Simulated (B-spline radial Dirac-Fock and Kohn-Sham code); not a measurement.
# K-line shifts caused by a second vacancy in Sn³⁺

System: Sn³⁺, configuration 1s2 2s2 2p6 3s2 3p6 3d10 4s2 4p6 4d10 5s1, inside a Watson sphere of charge -3 and radius 1.8 Å (a model of the Madelung potential; inside it an electron's potential energy is raised by 24.0 eV).

Calculated with a radial B-spline solver, using ΔSCF Dirac-Fock with Breit, self-energy and vacuum polarisation, finite nucleus, configuration average. Each two-hole energy is an average over J within one jj subconfiguration, not an observable level; in light atoms, where LS coupling holds, the j-resolved values are not observed lines, and for a K spectator the Kα1 hypersatellite is nearly forbidden. No correlation.

Lines without a spectator: Kα2 (K-L2) 25042.2 eV, Kα1 (K-L3) 25269.8 eV, Kβ3 (K-M2) 28440.0 eV, Kβ1 (K-M3) 28482.6 eV. Shifts in eV with one spectator hole (a dash: not computed, or left out as unreliable):

| spectator hole | Kα2 | Kα1 | Kβ3 | Kβ1 |
| --- | --- | --- | --- | --- |
| L2 (2p1/2) | +63.8 | +80.5 | – | +169.9 |
| L3 (2p3/2) | +62.1 | +62.4 | +150.1 | – |
| M2 (3p1/2) | – | +9.36 | +20.84 | +25.30 |
| M3 (3p3/2) | +6.88 | – | +21.40 | +20.85 |
| M4 (3d3/2) | +1.29 | -1.36 | – | – |
| M5 (3d5/2) | -1.85 | +0.11 | – | – |

Question: Where does the K-L3 hypersatellite lie, emitted when both K electrons are missing?

Answer: +595.2 eV from the normal line, at 25865.0 eV. Removing both K electrons costs 59235.6 eV, which is 804.1 eV more than twice the K binding energy.

With n spectator holes in 2p, averaged over the 2p shell (energies in eV):

```
n     KαLⁿ   step  hypersatellite KαʰLⁿ
0  25193.9      –               25782.9
1  25261.1  +67.2               25851.7
2  25329.6  +68.5               25921.6
3  25399.4  +69.8               25992.9
4  25470.5  +71.1               26065.5
5  25542.8  +72.3               26139.3
```
